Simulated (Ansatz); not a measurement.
CHNOZn, SMILES `C1=[N][Zn][O]1`, relaxed with RKS PBE0-D4/def2-TZVP in Ansatz 0.2.0 from a PBE-D4/def2-SVP geometry. The force threshold is 0.005 eV/Å; the program also tests the step.

The species carries charge 0 and has multiplicity 1.

Start:

```xyz
5

C    -0.135    0.202   -0.366
N    -0.418   -1.062   -0.249
Zn    0.550   -0.820    1.486
O     0.505    1.004    0.446
H    -0.502    0.677   -1.318
```

**Question.** By how much does the energy fall, and how many steps does the optimiser take? (An estimate is asked.)

**Answer.** The calculation gave: 0.04 eV, in 7 steps, 1 of them rejected.

**Question.** Which bonds change most? (Estimate.)

**Answer.** The calculation gave: Zn3–O4 from 2.100 to 2.028 Å; N2–Zn3 from 2.002 to 1.973 Å; C1–H5 from 1.125 to 1.104 Å.

**Question.** Give the relaxed structure. (An estimate is asked.)

**Answer.** Computed: 
```xyz
5

C    -0.142    0.194   -0.375
N    -0.412   -1.054   -0.241
Zn    0.546   -0.790    1.463
O     0.501    0.970    0.456
H    -0.493    0.679   -1.303
```
